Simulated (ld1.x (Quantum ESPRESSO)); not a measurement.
**B, RRKJ: configuration errors across variants**

| Quantity | Value |
| --- | --- |
| Element | B (Z = 5) |
| Generator | ld1.x (Quantum ESPRESSO) 7.5 |
| Type | norm-conserving RRKJ (Kleinman–Bylander form) |
| Functional | PBEsol |
| Relativity | scalar-relativistic |
| Frozen core | [He] |
| Valence charge | 3 |
| Reference configuration | 2s1 2p2 |
| Partial waves | 2s (bound): rc 1.70 bohr; 3d channel at 0.2 Ry: rc 3.25 bohr; 2p (bound): rc 3.10 bohr |
| Local potential | the p channel |
| Core correction | Bessel-smoothed model core, default radius (core density twice the valence density) |
| rho0 | 0.005 |

All-electron excitation energies from the reference (eV): (1) 2s2 2p1 -5.819; (2) 2s2 2p0 2.320; (3) 2s1 2p0 27.582; (4) 2s2 2p1.3 -6.544; (5) 2s1 2p1 8.445; (6) 2s0 2p3 5.837; (7) 2s2 2p0.5 -2.964.

Errors AE − PS in meV (a dash: test not solved or not reliable):

```csv
change,(1),(2),(3),(4),(5),(6),(7),bound ghosts
base,-19,+130,+487,-29,+28,-20,+18,none
wave 2s (bound): rc 1.70 bohr becomes 2s (bound): rc 1.18 bohr,-20,+132,+492,-30,+29,-20,+18,none
wave 2s (bound): rc 1.70 bohr becomes 2s (bound): rc 1.58 bohr,-19,+130,+487,-29,+28,-20,+18,none
wave 2s (bound): rc 1.70 bohr becomes 2s (bound): rc 1.88 bohr,-19,+129,+484,-29,+28,-19,+18,none
wave 2s (bound): rc 1.70 bohr becomes 2s (bound): rc 2.14 bohr,-18,+123,+474,-27,+27,-18,+17,none
wave 2s (bound): rc 1.70 bohr becomes 2s (bound): rc 2.30 bohr,-16,+117,+463,-25,+25,-17,+16,none
wave 2s (bound): rc 1.70 bohr becomes 2s (bound): rc 2.58 bohr,-13,+100,+438,-21,+22,-13,+14,none
```

(1) Give the same row for: wave 2s (bound): rc 1.70 bohr becomes 2s (bound): rc 1.32 bohr.

## Answers

(1) -20, +131, +490, -30, +28, -20, +18; bound ghosts: none.
